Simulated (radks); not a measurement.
Question: All-electron atom: In IV in [Kr] 4d10. Method: Dirac Kohn-Sham, PBE, spin-unpolarised, spherical densities, finite nucleus; Fermi nuclear charge, rms radius 4.6156 fm; computed with a radial shooting solver on a logarithmic mesh with Libxc functionals. Some entries of the table are withheld. Estimate them.

orbital  occ.  eigenvalue (Ry)  <r> (bohr)  <1/r> (bohr^-1)
1s1/2       2        -2040.702     0.02971            51.86
2s1/2       2        -307.3180      0.1281            12.00
2p1/2       2              (1)      0.1085            11.98
2p3/2       4              (2)      0.1137            11.19
3s1/2       2        -60.08541      0.3483            4.228
3p1/2       2        -51.78113         (3)            4.135
3p3/2       4        -48.98145         (4)            3.942
3d3/2       4        -34.29333      0.3223            3.785
3d5/2       6        -33.71978      0.3258            3.735
4s1/2       2        -10.96562      0.8479            1.642
4p1/2       2         -8.25360      0.9003            1.524
4p3/2       4         -7.76464      0.9302            1.462
4d3/2       4              (5)         (6)            1.167
4d5/2       6              (7)         (8)            1.151
5s1/2       0         -2.42948         (9)           0.5809
5p1/2       0         -1.85075       2.559           0.4994
5p3/2       0         -1.79626       2.627           0.4850

Answer: 
(1) 2p1/2 eigenvalue (Ry): -286.7440
(2) 2p3/2 eigenvalue (Ry): -271.2443
(3) 3p1/2 <r> (bohr): 0.3394
(4) 3p3/2 <r> (bohr): 0.3505
(5) 4d3/2 eigenvalue (Ry): -3.55799
(6) 4d3/2 <r> (bohr): 1.142
(7) 4d5/2 eigenvalue (Ry): -3.49277
(8) 4d5/2 <r> (bohr): 1.156
(9) 5s1/2 <r> (bohr): 2.223
